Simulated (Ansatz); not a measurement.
# triplet Si: levels of theory in one basis

A single Si atom.

Basis set: 6-31G (spherical functions). Left uncorrelated: 5 orbitals. Correlation on ROHF uses semicanonical orbitals with singles. Charge 0, multiplicity 3.

Computed with Ansatz (development build ahead of 0.2.0); each method stands on the lowest determinant of its kind that the runs found.

```
                            method  E − E(ROHF) (eV)  <S²> of the determinant
                              ROHF              0.00                     2.00
                         ROHF-CCSD             -0.64                        –
                      ROHF-CCSD(T)             -0.64                        –
                      ROHF-BCCD(T)             -0.64                        –
full CI (lowest root of this spin)             -0.64                        –
```

Problem. What does ROHF-MP2 give on the same scale?

Solution. -0.40 eV.

Problem. Is a single determinant a sound starting point here?

Solution. By this sign, yes. Unrestricted orbitals gain 0.00 eV and <S²> is 2.00 against 2.00 for a pure state.
